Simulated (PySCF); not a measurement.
Isomers of C7H11N2P, one GFN2-xTB conformer each. Single-point energies are computed at PBE0/pcSseg-1 (PySCF, gas phase, no added dispersion term), electronic only.

**Question.** Rank them by PBE0/pcSseg-1 energy, lowest first (kJ/mol).
A. `[CH3:1][CH2:2][c:3]1[n:4][n:5]([CH:6]2[CH2:7][CH2:8]2)[cH:9][p:10]1` with C1–C2–C3–N4 -167°, N4–N5–C6–C7 -35°
B. `[cH:1]1[n:2][n:3]([CH:4]2[CH2:5][CH2:6][CH2:7][CH2:8]2)[cH:9][p:10]1` with N2–N3–C4–C5 -65°, N3–C4–C5–C6 100°, C4–C5–C6–C7 39°, C5–C6–C7–C8 -43°, C6–C7–C8–C4 30°

**Answer.** B (0.0), A (83.7).

As drawn, the higher has a three-membered ring, which the lower lacks. GFN2-xTB itself gives, in the same order: 0.0, 85.1. Both levels put the same isomer lowest.

**Question.** Which frontier levels, dipoles and rotational constants go with these structures?

**Answer.** 
| SMILES | HOMO (eV, PBE0/pcSseg-1) | LUMO (eV) | dipole (D) | A, B, C (MHz) |
| --- | --- | --- | --- | --- |
| c1nn(C2CCCC2)cp1 | -6.79 | -0.37 | 2.83 | 3241, 681.4, 660.3 |
| CCc1nn(C2CC2)cp1 | -6.51 | -0.33 | 2.44 | 2494, 723.5, 592.0 |
